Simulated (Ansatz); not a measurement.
`[OH][Ga]([Cl])[Br]` + NH₃ → `[NH2][Ga]([Cl])[Br]` + H₂O at 500 K and 1 bar (ligand exchange at a Ga–O bond).

Isolated molecules relaxed with PBE0-D4/def2-TZVP in Ansatz; ΔE leaves out vibrations. CBS: MP2 limit from def2 TZ/QZ plus the TZ coupled-cluster correction, frozen cores. This one scheme is used for every species. For Br, Ga outer-core shells are correlated without core-valence functions, which leaves a few kJ/mol of doubt a bond. Scalar relativity is left out up to krypton. One conformer a species, not always the lowest.

```tsv
species	CCSD(T)/CBS energy (Eh)	H − E (kJ/mol)	S (J/(mol·K))
`[OH][Ga]([Cl])[Br]`	-5032.95761	77.9	391.7
NH₃	-56.50880	108.2	211.8
`[NH2][Ga]([Cl])[Br]`	-5013.08446	111.9	416.5
H₂O	-76.37941	73.2	206.3
```

H − E and S are ideal-gas, rigid-rotor, harmonic terms from PBE0-D4/def2-TZVP, for one conformer and one mirror image of each species. 1 Eh = 2625.50 kJ/mol, R = 8.31446 J/(mol·K).

Q: By hand: ΔE, ΔH, ΔS and ΔG.

A: ΔE = (-5013.08446) + (-76.37941) − (-5032.95761) − (-56.50880) = 0.00254 Eh = 6.7 kJ/mol. Δ(H − E) = 111.9 + 73.2 − 77.9 − 108.2 = -1.0, so ΔH = 5.7 kJ/mol. ΔS = 416.5 + 206.3 − 391.7 − 211.8 = 19.3 J/(mol·K). ΔG = 5.7 − 500 × (19.3)/1000 = -4.0 kJ/mol.

Q: By hand: the equilibrium constant, and the temperature at which ΔG would vanish if ΔH and ΔS stayed fixed.

A: log₁₀ K = −ΔG/(RT ln 10) = 0.4. ΔG = 0 at ΔH/ΔS = 295 K, though so small a ΔH makes that figure unsure.

TΔS isn't small against ΔH here. The sign of ΔG lies within the doubt. A doubt of 5 kJ/mol in ΔE shifts log₁₀ K by 0.5 here. Other conformers and mirror images would add mixing entropy, several J/(mol·K) or more a flexible species. Modes under 60 cm⁻¹, often nearly free rotors, make the harmonic entropy too high. These are equilibria of isolated gas molecules and say nothing of rates. Largest T1 diagnostic: 0.011 (customary marks: 0.02 for closed shells, 0.045 for open ones).
